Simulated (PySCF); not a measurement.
Compound: C4H12O2P2.
Numbering: `[CH3:1][P@:2](=[O:3])([PH2:4])[CH2:5][CH2:6][CH2:7][OH:8]` (hydrogens: H9, H10, H11 on C1; H12, H13 on P4; H14, H15 on C5; H16, H17 on C6; H18, H19 on C7; H20 on O8)

The same species was optimised twice, with GFN2-xTB and with PBE0-D3(BJ)/def2-SVP (PySCF), and the same property calculations (PySCF, gas phase) were run on both structures.

```csv
coordinate,GFN2-xTB,PBE0-D3(BJ)/def2-SVP,change
P2=O3 (Å),1.481,1.514,+0.033
P2–C5 (Å),1.860,1.828,-0.032
C1–P2 (Å),1.842,1.813,-0.029
P2–P4 (Å),2.194,2.217,+0.023
C7–O8 (Å),1.409,1.395,-0.014
C5–C6 (Å),1.521,1.528,+0.007
C6–C7 (Å),1.530,1.528,-0.002
C1–P2–P4 (°),108.7,104.5,-4.2
C5–C6–C7 (°),112.4,115.6,+3.2
P4–P2–C5 (°),107.2,104.4,-2.8
O3–P2–P4 (°),113.9,116.3,+2.4
P2–C5–C6 (°),113.9,116.3,+2.4
C1–P2–C5 (°),102.9,105.1,+2.2
C6–C7–O8 (°),112.0,113.7,+1.7
O3–P2–C5 (°),111.9,113.2,+1.3
C1–P2–C5–C6 (°),142,169,+27
P2–C5–C6–C7 (°),60,55,-5
C5–C6–C7–O8 (°),-61,-71,-10
```

Rotational constants: A = 1838, B = 1216, C = 1033 MHz (GFN2-xTB) against A = 1828, B = 1073, C = 963.7 MHz (PBE0-D3(BJ)/def2-SVP). Point groups within 0.08 Å: C1 and C1.

On the GFN2-xTB structure: HOMO (eV) -7.13 [PBE0/pcSseg-1]; LUMO (eV) 0.40 [PBE0/pcSseg-1]; dipole (D) 3.44 [PBE0/pcSseg-1]; GIAO shielding of C1 (ppm) 159.3 [PBE0/pcSseg-1]; GIAO shielding of P2 (ppm) 281.1 [PBE0/pcSseg-1]; GIAO shielding of O3 (ppm) 201.0 [PBE0/pcSseg-1]; GIAO shielding of P4 (ppm) 505.8 [PBE0/pcSseg-1]; GIAO shielding of C5 (ppm) 147.4 [PBE0/pcSseg-1]; GIAO shielding of C6 (ppm) 156.1 [PBE0/pcSseg-1]; GIAO shielding of C7 (ppm) 120.4 [PBE0/pcSseg-1]; GIAO shielding of O8 (ppm) 286.6 [PBE0/pcSseg-1].

Task: What do these properties become on the PBE0-D3(BJ)/def2-SVP structure?

Result: 
```
                                    property          level  on GFN2-xTB  on PBE0-D3(BJ)/def2-SVP  change
                                   HOMO (eV)  PBE0/pcSseg-1        -7.13                    -7.26   -0.13
                                   LUMO (eV)  PBE0/pcSseg-1         0.40                    -0.02   -0.42
                                  dipole (D)  PBE0/pcSseg-1         3.44                     4.24   +0.80
energy, GFN2-xTB geometry as zero (kcal/mol)  PBE0/pcSseg-1          0.0                     -9.2    -9.2
                  GIAO shielding of C1 (ppm)  PBE0/pcSseg-1        159.3                    163.7    +4.4
                  GIAO shielding of P2 (ppm)  PBE0/pcSseg-1        281.1                    276.8    -4.3
                  GIAO shielding of O3 (ppm)  PBE0/pcSseg-1        201.0                    188.8   -12.2
                  GIAO shielding of P4 (ppm)  PBE0/pcSseg-1        505.8                    485.4   -20.4
                  GIAO shielding of C5 (ppm)  PBE0/pcSseg-1        147.4                    147.2    -0.2
                  GIAO shielding of C6 (ppm)  PBE0/pcSseg-1        156.1                    152.8    -3.3
                  GIAO shielding of C7 (ppm)  PBE0/pcSseg-1        120.4                    121.7    +1.3
                  GIAO shielding of O8 (ppm)  PBE0/pcSseg-1        286.6                    281.0    -5.6
```

The heavy atoms differ by 0.339 Å rms after alignment. Among the bonds compared P2=O3 and P2–C5 change most and about equally (-0.032 to +0.033 Å). Changes are differences of the printed values. Neither structure is proved a minimum here.
